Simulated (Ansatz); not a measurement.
Input for Ansatz (a quantum-chemistry and plane-wave program): R-RI-MP2/cc-pV(Q+d)Z on BH5OSi (SMILES BO[SiH3]), a point of a torsion scan. Files ending in .json are basis or fitting sets from the Basis Set Exchange.

Ansatz 0.2 input:
```yaml
crystal:
  periodic: [false, false, false]
  atoms:
    - {symbol: B, position_ang: [1.56369730, -0.25205016, 0.31407493]}
    - {symbol: O, position_ang: [0.27141273, -0.03294570, 0.35334461]}
    - {symbol: Si, position_ang: [-1.23601079, 0.14859028, -0.19420372]}
    - {symbol: H, position_ang: [2.07387837, -0.65816079, -0.67060025]}
    - {symbol: H, position_ang: [2.20036999, -0.04360583, 1.28370911]}
    - {symbol: H, position_ang: [-1.42352674, -0.45842189, -1.51566595]}
    - {symbol: H, position_ang: [-2.05119953, -0.52884934, 0.81202766]}
    - {symbol: H, position_ang: [-1.43283385, 1.59577120, -0.24424607]}
basis:
  gaussian:
    orbitals: cc-pV_Q+d_Z.json
    fitting: {mean_field: def2-universal-JKFIT, correlation: cc-pVQZ-RIFIT.json}
magnetization: {spin_polarized: false}
correlation: {method: mp2, electrons: outside_noble_gas}
scf: {lower_state_search: off}
```

Output:

```
WARN ansatz: RAYON_NUM_THREADS=1 ignored (pool sized by the plan → 1); use --threads N
Functional definition: HF
these checks for a lower state are left out or cut short: stability, starts, cluster_reference, orbital_swaps, neighbouring_geometries, increment
integrals: 0.34 GiB planned
370 factors; integrals over basis functions are off by at most 5.9e0 eV
mean field: 0.57 GiB planned
mean field evaluation 1: about -10651.4079 eV, gradient 3.6e1 eV
mean field evaluation 2: about -10653.2344 eV, gradient 2.3e1 eV
mean field evaluation 4: about -10654.0702 eV, gradient 3.7e-1 eV
mean field -10654.07038776 eV, -391.5298651619 hartree, gradient 1.2e-6 eV, S^2 0.000000; 0 other end points of the search recorded, 0 dependent functions left out
7 core orbitals not correlated
697 factors; their error is unknown
reference -10654.07038776 eV, -391.5298651619 hartree; 9, 9 occupied and 308, 308 virtual orbitals, 697 factors
second order -13.54626606 eV of doubles, -0.00000000 eV of singles
Total energy: -10667.61665382 eV, -392.0276812578 hartree
Checks for a lower state left out: stability, starts, cluster_reference, orbital_swaps, neighbouring_geometries, increment
```

The run converged.

Cost: roughly 2.0 core-seconds.
